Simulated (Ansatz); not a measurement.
Program: Ansatz. Geometries: PBE0-D4/def2-TZVP. ΔE: electronic, gas phase. CCSD(T)/CBS adds triple-zeta CCSD(T) − MP2 to the extrapolated MP2 energy (def2 sets, frozen cores). DFT in def2-TZVPP. One conformer a species, not always the lowest.

Reaction (redistribution): `BBC[SiH3]` + `FB[SiH3]` → `BB` + `FB([SiH3])C[SiH3]`

| level | ΔE (kcal/mol) |
| --- | --- |
| RPA@PBE/def2-TZVPP | -2.0 |
| CCSD/def2-SVP | -2.6 |

(1) What does CCSD(T)/CBS give? (An estimate is asked.)

Largest T1 diagnostic among the species: 0.014.

Answers

(1) The calculation gave: -2.6 kcal/mol. The listed levels differ from it by 0.6, 0.0 kcal/mol.

The D4 term adds −0.9 kcal/mol with B3LYP and −0.5 kcal/mol with PBE0; it sums over pairs of atoms, weighted by their polarisabilities, and B3LYP, whose exchange is more repulsive, gets the larger term. Leaving LDA and LC-ωPBE aside and taking each functional with its dispersion term where it has one, the values, not all of them listed here, spread over 1.4 kcal/mol, from B97M-V to B2PLYP. LDA lies −0.7 kcal/mol from PBE without D4.

B3LYP here is the variant with VWN-RPA as its local correlation; programs differ in this.
